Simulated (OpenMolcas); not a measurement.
**Xe²⁺: effect of the basis set**

```yaml
Program: OpenMolcas 26.06
Method: RASSCF
Active_space: 4 electrons in 9 orbitals (RAS2 5p; RAS3 5d 6s, at most 1 electron)
State_averaging: 2S+1 = 3 even, 3 roots; 2S+1 = 1 even, 6 roots; 2S+1 = 5 odd, 6 roots; 2S+1 = 3 odd, 54 roots; 2S+1 = 1 odd, 48 roots
Spin-orbit_coupling: state interaction with AMFI integrals over the reference wave functions, term energies averaged over their components
```

A. ANO-RCC-VQZP [8s7p5d3f2g], DKH2, point nucleus; cost about 60 core-seconds
B. ANO-R3 [8s7p5d4f3g2h], X2C, finite nucleus; cost roughly 60 core-seconds
C. ANO-RCC [10s9p8d5f3g], DKH2, point nucleus; cost roughly 100 core-seconds

Energies in cm-1 above 5s2 5p4 3P2, the measured ground level; measured values from Saloman, J. Phys. Chem. Ref. Data 33, 765 (2004).

| Level | A | B | C | Measured |
| --- | --- | --- | --- | --- |
| 5s2 5p4 3P2 | 0.0 | 0.0 | 0.0 | 0.0 |
| 5s2 5p4 3P0 | 8448 | 8416 | 8415 | 8130 |
| 5s2 5p4 3P1 | 8670 | 8615 | 8615 | 9794 |
| 5s2 5p4 1D2 | 18820 | 18775 | 18770 | 17099 |
| 5s2 5p4 1S0 | 39424 | 39356 | 39343 | 36103 |
| 5s2 5p3 5d 5D* 0 | 108754 | 110759 | 104014 |  |
| 5s2 5p3 5d 5D* 1 | 108928 | 110938 | 104138 |  |
| 5s2 5p3 5d 5D* 2 | 109075 | 111092 | 104235 | 111856 |
| 5s2 5p3 5d 5D* 3 | 109287 | 111313 | 104349 | 111605 |
| 5s2 5p3 5d 5D* 4 | 110002 | 112042 | 104846 | 112272 |
| 5s2 5p3 5d 3D* 2(1) [61 %] | 119287 | 121395 | 114206 |  |
| 5s2 5p3 6s 5S* 2 | 121863 | 116788 | 115587 | 121476 |
| 5s2 5p3 5d 3D* 3(1) | 122378 | 124457 | 117098 |  |
| 5s2 5p3 5d 3D* 1(1) | 123356 | 125485 | 117850 |  |
| 5s2 5p3 5d 3F* 2(1) [69 %] | 125830 | 127785 | 121617 | 124691 |
| 5s2 5p3 5d 3F* 3(1) | 127500 | 129458 | 123190 | 126120 |
| 5s2 5p3 5d 1S* 0 | 129175 | 131100 | 126130 |  |
| 5s2 5p3 5d 3F* 4(1) [69 %] | 129876 | 131863 | 125214 |  |
| 5s2 5p3 6s 3S* 1 | 130068 | 122948 | 121664 | 125617 |
| 5s2 5p3 5d 3G* 3 | 132961 | 135198 | 127108 | 128349 |
| 5s2 5p3 5d 3G* 4 [55 %] | 134372 | 136604 | 128386 |  |
| 5s2 5p3 5d 3G* 5 | 136157 | 138381 | 130103 | 132160 |
| 5s2 5p3 5d 1G* 4 | 138195 | 140485 | 132536 | 132712 |
| 5s2 5p3 6s 3D* 2 [52 %] | 140101 | 135526 | 133078 |  |

Deviations, from unrounded energies. A percentage is the sum of absolute deviations over the sum of measured energies, with the sign that they share, or ± where signs differ.

```csv
Against measurement,Levels,A,B,C
mean absolute deviation (cm-1),14,2500,3000,3400
fine structure of the ground term (%),2,±8.0,±8.2,±8.2
other terms of the ground configuration (%),2,+9.5,+9.3,+9.2
other configurations (%),10,±2.3,±2.9,-3.4
```

A lies closest to measurement on these levels and C furthest from it. The largest miss of A in the table is 5s2 5p3 5d 1G* 4, by +5500 cm-1. The ranking rests on the paired levels alone, and a cruder setting can come out closer through cancelling errors.

Among A to C the level of the table that moves most is 5s2 5p3 6s 3S* 1, by 8400 cm-1 (lowest in C, highest in A).

Some levels mix across a computed gap that differs much from the measured one, so their mixing is not that of the real levels. ANO sets are built for valence states and can reach diffuse excited orbitals poorly, and with the s shell closed the s pⁿ⁺¹ terms that mix with these levels are absent. With the s shell closed, the reference lacks s² → p² mixing. Measured partners are found by configuration, term and J. A level has none where our copy of the source lacks it or the pairing is in doubt (some pairs that miss far off the trend of their configuration count as doubtful), and it then counts in no deviation. Levels of configurations outside the active space are missing. Levels that lie high or do not pair safely by name in every column are left out.

A share in square brackets marks a mixed level and gives the weight of the term that names it, the lowest over the columns. A number in round brackets counts repeated terms of one configuration in the order of the reference energies. * marks odd parity.
